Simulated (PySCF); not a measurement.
## Calculated data, AlH2NO

Computed with PySCF 2.14.0. Calculation on a computer-drawn molecule: vertical ionisation energy to the stated ion spin, frozen-core CCSD(T) at the basis limit and cheaper methods, single-reference cases, UHF for radicals, no spin-orbit; all values are single points at the evaluated structure, the first of each entry, which is the reference or a displaced copy of it and isn't optimised; the reference structure only sets the zero of the energies above reference; triples share is (T) over the correlation energy.

AlH2NO

Evaluated structure:
```xyz
5
AlH2NO
N      0.7758    -0.1727    -1.4905
Al    -0.0720     0.7319    -2.5490
O     -1.0220     1.5547    -3.6180
H      1.3689    -0.6247    -0.8371
H     -1.8082     1.4245    -4.0416
```

Reference structure:
```xyz
5
AlH2NO
N      0.7656    -0.1704    -1.4983
Al    -0.0801     0.6761    -2.5395
O     -0.9964     1.5302    -3.6287
H      1.3596    -0.6271    -0.8526
H     -1.8261     1.4117    -4.0566
```

```
charge                                         : 0
multiplicity                                   : 1
ion multiplicity                               : 2
diffuse functions                              : no
basis                                          : cc-pV(n+d)Z
reference is                                   : the Hartree-Fock double-zeta minimum
best is                                        : HF at quadruple zeta + MP2 correlation extrapolated from triple and quadruple zeta + CCSD(T) minus MP2 at triple zeta
basis step is                                  : the size of the change from the same recipe one zeta lower
ionisation energy best                         : 8.62 eV
ionisation energy basis step                   : 0.0896 eV
energy above reference best                    : 1.273 kcal/mol
energy above reference basis step              : 0.1455 kcal/mol
ionisation energy Koopmans at triple zeta      : 8.973 eV
ionisation energy EOM CCSD at triple zeta      : 8.399 eV
total energy HF triple zeta                    : -372.4519 hartree
total energy CCSD(T) triple zeta               : -373.0051 hartree
total energy best                              : -373.0886 hartree
T1 diagnostic at triple zeta                   : 0.01712
D1 diagnostic at triple zeta                   : 0.04389
ion T1 diagnostic at triple zeta               : 0.01367
ion D1 diagnostic at triple zeta               : 0.03329
ion spin squared at triple zeta                : 0.7604
triples share at triple zeta                   : 0.04009
basis functions triple zeta                    : 127
dipole magnitude HF at triple zeta             : 3.736 debye
dipole magnitude CCSD unrelaxed at triple zeta : 3.211 debye
dipole magnitude PBE at triple zeta            : 3.033 debye
dipole magnitude r2SCAN at triple zeta         : 3.23 debye
dipole magnitude B3LYP at triple zeta          : 3.202 debye
dipole magnitude wB97X at triple zeta          : 3.423 debye
```

Drawn bonds:
```csv
atom,other atom,order
1,2,2
2,3,1
1,4,1
3,5,1
```

Triple zeta:
```csv
method,ionisation energy (eV),energy above reference (kcal/mol)
HF,6.623,1.884
PBE,8.52,1.706
r2SCAN,8.301,1.739
B3LYP,8.423,1.886
wB97X,8.297,2.131
MP2,8.564,1.319
CCSD,8.206,1.614
CCSD(T),8.376,1.401
```
